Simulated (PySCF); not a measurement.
PySCF input for B(F)(OH)(SH) (BFH2OS), SMILES FB(O)S, TDA-CAM-B3LYP/def2-SVPD. Geometry: B3LYP-D3(BJ)/def2-SVP. Other conformers were not sampled.

```python
import numpy as np
from pyscf import gto, scf, dft, tdscf

mol = gto.M(
    atom='''
    B    -0.01436899    0.45179466   -0.00000000
    F    -1.18304449    1.10131579   -0.00000000
    O     1.15068517    1.13661396   -0.00000000
    H     1.02215386    2.09545360    0.00000001
    S    -0.05019511   -1.36613041    0.00000000
    H     1.29473193   -1.50109405   -0.00000000
    ''',
    basis='def2-SVPD',
    charge=0,
    spin=0,
    symmetry=True,
    max_memory=1600,
    verbose=4,
)
mf = dft.RKS(mol, xc='cam-b3lyp').density_fit(auxbasis='def2-universal-jkfit')
mf.grids.level = 3
mf.conv_tol = 1e-9
mf.max_cycle = 100
mf.kernel()
mf.grids = dft.Grids(mol).set(level=1).build(with_non0tab=True)  # coarser grid for the response kernel
td = tdscf.TDA(mf)
td.singlet = True
td.nstates = 10
td.conv_tol = 1e-4
td.kernel(x0=td.get_init_guess(mf, 15))
td.analyze()
tt = tdscf.TDA(mf)
tt.singlet = False
tt.nstates = 4
tt.conv_tol = 1e-4
tt.kernel(x0=tt.get_init_guess(mf, 9))
tt.analyze(verbose=3)
```

Output:

```
PySCF version 2.14.0

[INPUT] verbose = 4
[INPUT] num. atoms = 6
[INPUT] num. electrons = 40
[INPUT] charge = 0
[INPUT] spin (= nelec alpha-beta = 2S) = 0
[INPUT] symmetry True subgroup None
[INPUT] Mole.unit = angstrom
[INPUT] Symbol           X                Y                Z      unit          X                Y                Z       unit  Magmom
[INPUT]  1 B     -0.014368990000   0.451794660000   0.000000000000 AA   -0.027153455787   0.853768171941   0.000000000000 Bohr   0.0
[INPUT]  2 F     -1.183044490000   1.101315790000   0.000000000000 AA   -2.235630079276   2.081185219759   0.000000000000 Bohr   0.0
[INPUT]  3 O      1.150685170000   1.136613960000   0.000000000000 AA    2.174479826899   2.147889093757   0.000000000000 Bohr   0.0
[INPUT]  4 H      1.022153860000   2.095453600000   0.000000010000 AA    1.931590852567   3.959833410734   0.000000018897 Bohr   0.0
[INPUT]  5 S     -0.050195110000  -1.366130410000   0.000000000000 AA   -0.094855010692  -2.581612325340   0.000000000000 Bohr   0.0
[INPUT]  6 H      1.294731930000  -1.501094050000   0.000000000000 AA    2.446688752430  -2.836656641714   0.000000000000 Bohr   0.0

nuclear repulsion = 146.053527644264
point group symmetry = Cs
symmetry origin: [1.41729462e-09 3.77945231e-09 4.72431531e-10]
symmetry axis x: [1.00000000e+00 2.67949870e-09 3.93871829e-10]
symmetry axis y: [ 2.67949870e-09 -1.00000000e+00 -3.56509192e-10]
symmetry axis z: [-3.93871828e-10 -3.56509168e-10  1.00000000e+00]
num. orbitals of irrep A' = 77
num. orbitals of irrep A" = 32
number of shells = 45
number of NR pGTOs = 161
number of NR cGTOs = 109
basis = def2-SVPD
ecp = {}


[settings echo left out]
init E= -599.488653841365
HOMO (A") = -0.331544332109508  LUMO (A') = -0.0109651167259908  gap/eV = 8.72340
cycle= 1 E= -599.051552056506  delta_E= 0.437  |g|= 0.709  |ddm|=  2.8
HOMO (A") = -0.317870703554653  LUMO (A') = 0.0172967778558792  gap/eV = 9.12037
cycle= 2 E= -599.025022326703  delta_E= 0.0265  |g|= 0.861  |ddm|= 1.21
HOMO (A") = -0.335942621484066  LUMO (A') = 0.0124182052959672  gap/eV = 9.47938
cycle= 3 E= -599.150030132106  delta_E= -0.125  |g|= 0.0504  |ddm|= 0.603
HOMO (A") = -0.343237498120395  LUMO (A') = 0.015360024639457  gap/eV = 9.75794
cycle= 4 E= -599.150582146062  delta_E= -0.000552  |g|= 0.0231  |ddm|= 0.093
HOMO (A") = -0.340724879661357  LUMO (A') = 0.0151497116267287  gap/eV = 9.68384
cycle= 5 E= -599.150699636795  delta_E= -0.000117  |g|= 0.00878  |ddm|= 0.03
HOMO (A") = -0.340382484087456  LUMO (A') = 0.0151172545466265  gap/eV = 9.67364
cycle= 6 E= -599.150712401307  delta_E= -1.28e-05  |g|= 0.00262  |ddm|= 0.00787
HOMO (A") = -0.340680424337819  LUMO (A') = 0.0150828541308314  gap/eV = 9.68081
cycle= 7 E= -599.150713767892  delta_E= -1.37e-06  |g|= 0.000336  |ddm|= 0.00342
HOMO (A") = -0.340668993964112  LUMO (A') = 0.0150719401676818  gap/eV = 9.68020
cycle= 8 E= -599.150713811498  delta_E= -4.36e-08  |g|= 0.000122  |ddm|= 0.000709
HOMO (A") = -0.340660411922644  LUMO (A') = 0.015074661511671  gap/eV = 9.68004
cycle= 9 E= -599.150713816225  delta_E= -4.73e-09  |g|= 2.21e-05  |ddm|= 0.000205
HOMO (A") = -0.340664094721058  LUMO (A') = 0.0150741432133272  gap/eV = 9.68013
cycle= 10 E= -599.150713816464  delta_E= -2.39e-10  |g|= 3.25e-06  |ddm|= 4.91e-05
HOMO (A") = -0.340663404492439  LUMO (A') = 0.0150741799157346  gap/eV = 9.68011
Extra cycle  E= -599.150713816468  delta_E= -4.55e-12  |g|= 2.24e-06  |ddm|= 8.43e-06
converged SCF energy = -599.150713816468
tot grids = 26920


******** <class 'pyscf.tdscf.rks.TDA'> for <class 'pyscf.df.df_jk.DFSymAdaptedRKS'> ********
nstates = 10 singlet
deg_eia_thresh = 1.000e-03
wfnsym = None
conv_tol = 0.0001
eigh lindep = 1e-12
eigh level_shift = 0
eigh max_cycle = 100


Excitation energies (eV)
[6.50119269 7.05413563 7.55645821 7.9708635  8.44086842 8.67940477
 8.81879869 8.82811481 9.14725924 9.39417045]

** Singlet excitation energies and oscillator strengths **
Excited State   1:   A"      6.50119 eV    190.71 nm  f=0.0223
      20 -> 21        0.44782
      20 -> 22        0.46956
      20 -> 24       -0.22577
      20 -> 27       -0.10742
Excited State   2:   A"      7.05414 eV    175.76 nm  f=0.0277
      20 -> 21       -0.50113
      20 -> 22        0.24541
      20 -> 24       -0.35015
      20 -> 25        0.11287
      20 -> 27       -0.15356
      20 -> 33       -0.10532
Excited State   3:   A'      7.55646 eV    164.08 nm  f=0.1834
      19 -> 22        0.10956
      19 -> 24       -0.11923
      20 -> 23       -0.66910
Excited State   4:   A"      7.97086 eV    155.55 nm  f=0.0170
      20 -> 21        0.16487
      20 -> 22       -0.41781
      20 -> 24       -0.52547
Excited State   5:   A"      8.44087 eV    146.89 nm  f=0.0219
      20 -> 24       -0.11289
      20 -> 25       -0.67146
      20 -> 28       -0.12165
Excited State   6:   A'      8.67940 eV    142.85 nm  f=0.0655
      19 -> 21        0.55988
      19 -> 22        0.28235
      20 -> 26       -0.29623
Excited State   7:   A"      8.81880 eV    140.59 nm  f=0.0228
      18 -> 21        0.10773
      19 -> 23        0.45255
      20 -> 22        0.11330
      20 -> 27        0.46721
      20 -> 28       -0.11637
Excited State   8:   A'      8.82811 eV    140.44 nm  f=0.0034
      19 -> 21       -0.21416
      19 -> 22       -0.22187
      20 -> 26       -0.62107
Excited State   9:   A"      9.14726 eV    135.54 nm  f=0.0247
      18 -> 21        0.15209
      19 -> 23       -0.42481
      20 -> 24       -0.10108
      20 -> 27        0.40501
      20 -> 28        0.22417
      20 -> 32       -0.13339
      20 -> 34        0.17300
Excited State  10:   A"      9.39417 eV    131.98 nm  f=0.0000
      18 -> 21       -0.59899
      18 -> 22        0.18696
      20 -> 22        0.10984
      20 -> 27        0.20624
      20 -> 28       -0.11086

** Transition electric dipole moments (AU) **
state          X           Y           Z        Dip. S.      Osc.
  1        -0.0000     -0.0000      0.3739      0.1398      0.0223
  2         0.0000      0.0000     -0.4007      0.1605      0.0277
  3         0.0845      0.9918      0.0000      0.9908      0.1834
  4        -0.0000      0.0000     -0.2947      0.0868      0.0170
  5        -0.0000     -0.0000      0.3257      0.1061      0.0219
  6         0.3702      0.4136      0.0000      0.3081      0.0655
  7         0.0000      0.0000      0.3248      0.1055      0.0228
  8        -0.1059     -0.0660     -0.0000      0.0156      0.0034
  9         0.0000     -0.0000      0.3318      0.1101      0.0247
 10        -0.0000     -0.0000      0.0040      0.0000      0.0000

** Transition velocity dipole moments (imaginary part, AU) **
state          X           Y           Z        Dip. S.      Osc.
  1         0.0000      0.0000      0.0994      0.0099      0.0276
  2        -0.0000      0.0000     -0.0680      0.0046      0.0119
  3         0.0061      0.1560      0.0000      0.0244      0.0585
  4        -0.0000     -0.0000     -0.0997      0.0099      0.0226
  5         0.0000      0.0000      0.0904      0.0082      0.0176
  6         0.0932      0.1707      0.0000      0.0378      0.0791
  7         0.0000      0.0000      0.1052      0.0111      0.0228
  8        -0.0121     -0.0074     -0.0000      0.0002      0.0004
  9         0.0000      0.0000      0.0273      0.0007      0.0015
 10        -0.0000     -0.0000     -0.0346      0.0012      0.0023

** Transition magnetic dipole moments (imaginary part, AU) **
state          X           Y           Z
  1         0.6265      0.2988      0.0000
  2        -0.3647      0.3092     -0.0000
  3        -0.0000      0.0000      0.0143
  4         0.0995     -0.0325      0.0000
  5         0.2144      0.1371     -0.0000
  6        -0.0000     -0.0000     -0.6279
  7        -0.2524      0.1050     -0.0000
  8        -0.0000     -0.0000      0.2615
  9         0.6875     -0.0239     -0.0000
 10         0.6923     -0.5658     -0.0000


******** <class 'pyscf.tdscf.rks.TDA'> for <class 'pyscf.df.df_jk.DFSymAdaptedRKS'> ********
nstates = 4 triplet
deg_eia_thresh = 1.000e-03
wfnsym = None
conv_tol = 0.0001
eigh lindep = 1e-12
eigh level_shift = 0
eigh max_cycle = 100


Excitation energies (eV)
[6.04859666 6.40047196 6.77659275 7.77220702]

** Triplet excitation energies and oscillator strengths **
Excited State   1:   A"      6.04860 eV    204.98 nm  f=0.0000
Excited State   2:   A'      6.40047 eV    193.71 nm  f=0.0000
Excited State   3:   A"      6.77659 eV    182.96 nm  f=0.0000
Excited State   4:   A'      7.77221 eV    159.52 nm  f=0.0000
```

The run converged.
